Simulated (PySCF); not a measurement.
Highest orbital energy against ionisation energy along the 5p block

Calculated with PySCF 2.14, no spin-orbit coupling. Each cell gives −ε(HOMO) / ΔSCF in eV; NIST values include spin-orbit coupling, (s) semi-empirical, (t) theoretical.

```json
{"species": "In²⁺ (x2c-QZVPPall with one added diffuse shell each of s, p, d, f type, spin-free X2C)", "UHF": "26.780 / 26.627", "LDA": "24.536 / 28.971", "PBE": "24.140 / 28.565", "PBE0": "24.973 / 28.208", "r2SCAN": "24.355 / 28.228", "NIST (lowest levels)": "28.044"}
{"species": "Sn²⁺ (x2c-QZVPPall with one added diffuse shell each of s, p, d, f type, spin-free X2C)", "UHF": "28.779 / 28.522", "LDA": "26.523 / 31.165", "PBE": "26.083 / 30.688", "PBE0": "26.990 / 30.342", "r2SCAN": "26.244 / 30.304", "NIST (lowest levels)": "30.506"}
{"species": "Sb²⁺ (x2c-QZVPPall with one added diffuse shell each of s, p, d, f type, spin-free X2C)", "UHF": "24.449 / 24.149", "LDA": "20.607 / 24.958", "PBE": "20.510 / 24.726", "PBE0": "21.671 / 24.760", "r2SCAN": "20.882 / 24.874", "NIST (lowest levels)": "25.323"}
{"species": "Te²⁺ (x2c-QZVPPall with one added diffuse shell each of s, p, d, f type, spin-free X2C)", "UHF": "27.350 / 26.963", "LDA": "23.080 / 27.733", "PBE": "22.987 / 27.501", "PBE0": "24.272 / 27.568", "r2SCAN": "23.414 / 27.685", "NIST (lowest levels)": "27.84 ± 0.04"}
{"species": "I²⁺ (x2c-QZVPPall with one added diffuse shell each of s, p, d, f type, spin-free X2C)", "UHF": "30.327 / 29.860", "LDA": "25.566 / 30.506", "PBE": "25.488 / 30.291", "PBE0": "26.911 / 30.408", "r2SCAN": "26.002 / 30.560", "NIST (lowest levels)": "29.57 ± 0.025"}
{"species": "Xe²⁺ (x2c-QZVPPall with one added diffuse shell each of s, p, d, f type, spin-free X2C)", "UHF": "30.069 / 29.380", "LDA": "25.936 / 30.867", "PBE": "25.747 / 30.509", "PBE0": "27.101 / 30.528", "r2SCAN": "26.075 / 30.523", "NIST (lowest levels)": "31.05 ± 0.04 (s)"}
```

Question: How far is −ε(HOMO) from ΔSCF on average for each method, and why?

Answer: UHF 0.38 eV; LDA -4.66 eV; PBE -4.55 eV; PBE0 -3.32 eV; r2SCAN -4.20 eV. Hartree-Fock orbital energies lack relaxation and so exceed the ΔSCF value; semilocal functionals have convex E(N) from self-interaction, so their HOMO lies far too high; exact exchange moves hybrids part of the way back.
